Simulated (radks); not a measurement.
Values are calculated unless marked as measured or tabulated.
Spherical jellium clusters: N electrons in a uniform positive sphere of charge N and radius rs N^(1/3), rs = 2.85 bohr. Level of theory: non-relativistic Kohn-Sham, LDA (Slater exchange, Perdew-Wang correlation), spin-polarised, spherical densities (a radial shooting solver with Libxc functionals). Levels are named by radial order and angular momentum (1s, 1p, 1d, 2s, ...), and open shells are averaged over m.

N = 8, configuration 1s2 1p6. This is the lowest configuration that the search found. Occupied and some empty levels:

| level | occupation | eigenvalue (eV) | <r> (bohr) |
|---|---|---|---|
| 1s | 2 | -6.5046 | 3.859 |
| 1p | 6 | -4.1489 | 4.905 |
| 1d | 0 | -1.6078 | 6.135 |
| 2s | 0 | -1.3838 | 6.794 |

Energy (eV): total -12.2801, kinetic 22.947, external -350.69, Hartree 168.67, exchange-correlation -36.520, background 183.32. Static polarisability (adiabatic kernel): 308.5 bohr^3, against R^3 = 185.2 for a classical metal sphere.
